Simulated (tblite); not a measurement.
Record of a relaxation.

Species: C6H9F.
Numbering: `[CH2:1]=[C:2]1[CH2:3][CH2:4][C@@H:5]1[CH2:6][F:7]` (hydrogens: H8, H9 on C1; H10, H11 on C3; H12, H13 on C4; H14 on C5; H15, H16 on C6)

Computed with GFN2-xTB (tblite), gas phase: L-BFGS steps from a force-field or distance-geometry start until the largest atomic force falls under 0.01 eV/Å. 4 of its 66 geometries are shown.

Step 0: E = -601.5712 eV, largest atomic force 3.271 eV/Å
```
atom  x, y, z in Å  |  force x, y, z in eV/Å
C1     -1.817    1.182   -0.410    0.294   0.462  -0.037
C2     -0.865    0.285   -0.272   -0.434  -0.472   1.561
C3     -0.749   -1.200   -0.006   -2.382  -0.752  -0.829
C4      0.596   -1.141   -0.689    0.992  -1.409   1.606
C5      0.619    0.308   -0.273    1.543   1.609  -2.393
C6      1.288    0.619    1.034   -0.109   0.934   0.926
F7      2.677    0.625    0.903   -0.899  -0.135   0.218
H8     -2.876    0.951   -0.354    0.351   0.072  -0.105
H9     -1.508    2.219   -0.589   -0.442  -0.461   0.014
H10    -0.758   -1.466    1.066    0.073   0.127  -0.626
H11    -1.504   -1.784   -0.562    0.058  -0.132   0.546
H12     1.367   -1.794   -0.213   -0.324   0.379  -0.691
H13     0.520   -1.275   -1.759    0.176  -0.130  -0.032
H14     1.042    0.901   -1.122    0.095   0.360   0.846
H15     0.977    1.651    1.374    0.464  -0.678  -0.301
H16     0.983   -0.073    1.860    0.544   0.227  -0.703
```

Step 22: E = -602.0587 eV, largest atomic force 0.153 eV/Å
```
atom  x, y, z in Å  |  force x, y, z in eV/Å
C1     -1.820    1.186   -0.318    0.061  -0.058  -0.041
C2     -0.857    0.297   -0.195   -0.072  -0.120  -0.061
C3     -0.853   -1.205   -0.112   -0.008  -0.127   0.008
C4      0.613   -1.185   -0.587   -0.016   0.076   0.012
C5      0.645    0.336   -0.326    0.011   0.088   0.042
C6      1.330    0.691    0.984    0.076   0.017   0.093
F7      2.698    0.625    0.849    0.004   0.056  -0.033
H8     -2.855    0.886   -0.275    0.029   0.059   0.026
H9     -1.620    2.229   -0.495    0.002   0.009   0.085
H10    -0.958   -1.589    0.901   -0.046   0.035   0.050
H11    -1.579   -1.710   -0.746    0.015  -0.049  -0.057
H12     1.330   -1.765   -0.007   -0.095  -0.012  -0.058
H13     0.718   -1.426   -1.643    0.010  -0.020   0.036
H14     1.039    0.960   -1.127    0.066   0.064  -0.049
H15     1.089    1.708    1.318    0.018  -0.058  -0.089
H16     1.071   -0.029    1.767   -0.054   0.039   0.036
```

Step 43: E = -602.0952 eV, largest atomic force 0.083 eV/Å
```
atom  x, y, z in Å  |  force x, y, z in eV/Å
C1     -1.804    1.179   -0.158   -0.015  -0.011   0.039
C2     -0.876    0.247   -0.210    0.058   0.026  -0.015
C3     -0.903   -1.256   -0.280   -0.016   0.037   0.003
C4      0.621   -1.244   -0.498   -0.020   0.000   0.005
C5      0.631    0.289   -0.316    0.027  -0.017  -0.032
C6      1.358    0.794    0.919   -0.024  -0.007   0.005
F7      2.720    0.693    0.749    0.003   0.018  -0.006
H8     -2.851    0.927   -0.149   -0.004   0.001   0.052
H9     -1.563    2.229   -0.119    0.021  -0.021  -0.046
H10    -1.215   -1.724    0.652   -0.016  -0.012   0.009
H11    -1.503   -1.669   -1.089    0.014  -0.014  -0.034
H12     1.195   -1.789    0.247    0.013  -0.002  -0.005
H13     0.931   -1.565   -1.489   -0.010  -0.010   0.014
H14     1.000    0.842   -1.183    0.005   0.014  -0.013
H15     1.139    1.849    1.107   -0.004   0.064  -0.018
H16     1.110    0.205    1.805   -0.032  -0.064   0.043
```

Step 65: E = -602.1027 eV, largest atomic force 0.009 eV/Å
```
atom  x, y, z in Å  |  force x, y, z in eV/Å
C1     -1.781    1.173   -0.065    0.006  -0.004   0.000
C2     -0.868    0.238   -0.225   -0.003   0.003  -0.006
C3     -0.915   -1.261   -0.350    0.000  -0.003   0.001
C4      0.621   -1.271   -0.459    0.004  -0.002   0.002
C5      0.638    0.268   -0.339    0.006   0.001   0.002
C6      1.347    0.835    0.879    0.001   0.003   0.004
F7      2.712    0.739    0.734   -0.005   0.004   0.003
H8     -2.829    0.932    0.000    0.001  -0.003  -0.002
H9     -1.521    2.216    0.002    0.001   0.000   0.003
H10    -1.320   -1.773    0.522   -0.005   0.003  -0.001
H11    -1.440   -1.619   -1.235    0.001   0.003   0.003
H12     1.127   -1.779    0.359   -0.001  -0.001  -0.004
H13     1.008   -1.649   -1.402   -0.004   0.000   0.004
H14     1.010    0.781   -1.230   -0.006   0.002  -0.006
H15     1.118    1.898    1.010    0.001  -0.007   0.003
H16     1.086    0.282    1.788    0.004   0.003  -0.004
```

Question: Summarise the path.

Answer: The energy falls by 12.26 kcal/mol from step 0 to step 65; nine tenths of that is first reached at step 20. It falls at every step. The largest force goes from 3.271 to 0.009 eV/Å. Among the bonds C4–C5 changes most, from 1.508 to 1.544 Å; the atoms move by 0.461 Å rms after alignment.

What follows is the cost of the whole relaxation. Hardware: one thread, Intel Xeon 6975P-C (x86_64), no GPU, shared host. Cost: 0.23 s wall.
